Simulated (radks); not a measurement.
Results of a calculation; reference values are marked as such.
Initial-state core-level shifts of the samarium ion Sm3+ when its valence configuration changes from [Xe] 4f5. Level of theory: Dirac Kohn-Sham, PBE, spin-unpolarised, spherical densities, point nucleus; open shells are shared between the two j in proportion to 2j + 1 (a radial shooting solver on a logarithmic mesh with Libxc functionals). Shifts are changes of the shell-averaged eigenvalues in eV (positive: less bound).

valence           2p       3d       4s       5s
4f4 6p1      -12.698  -13.809  -13.069   -7.858
4f4 5d1       -8.280   -9.451   -8.790   -3.873
4f4.5 5d0.5   -4.018   -4.576   -4.284   -1.926
4f3 6s2      -24.660  -27.075  -25.208  -13.901
4f3 5d2      -17.456  -20.003  -18.356   -7.780
